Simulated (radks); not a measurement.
The numbers below are computed, except where a source is named.
Question: These are the eigenvalues of the occupied orbitals of an atom or ion with whole-number occupations (eV). Level of theory: scalar-relativistic Kohn-Sham, SCAN, spin-polarised, spherical densities, finite nucleus; meta-GGA in the generalised Kohn-Sham scheme; Fermi nuclear charge, rms radius of each element as measured or else 0.836 A^(1/3) + 0.57 fm (a radial shooting solver on a logarithmic mesh with Libxc functionals).

| orbital | eigenvalue |
|---|---|
| 1s up | -45138.70 |
| 1s down | -45138.70 |
| 2s up | -7403.932 |
| 2s down | -7403.896 |
| 2p up | -6613.238 |
| 2p down | -6613.214 |
| 3s up | -1666.651 |
| 3s down | -1665.322 |
| 3p up | -1416.518 |
| 3p down | -1415.154 |
| 3d up | -1074.020 |
| 3d down | -1072.906 |
| 4s up | -378.1028 |
| 4s down | -374.8231 |
| 4p up | -295.1810 |
| 4p down | -291.8510 |
| 4d up | -177.7734 |
| 4d down | -174.3218 |
| 5s up | -86.9761 |
| 5s down | -85.4823 |
| 5p up | -64.9428 |
| 5p down | -63.7871 |
| 4f up | -51.7811 |

Which element is it, and in what charge state? The configuration may be excited. Open shells, if any, are filled with parallel spins first.

Answer: Z = 61, promethium, charge +4: Pm4+ in [Xe] 4f3. The list shows which subshells hold electrons but not how many an open one holds; the 1s level, -1658.8 hartree, gives Z - s = 57.6 by -(Z - s)^2/2, which with screening and relativity narrows Z to a few neighbours, and the depths of the outer levels then fix element, charge and occupations together.
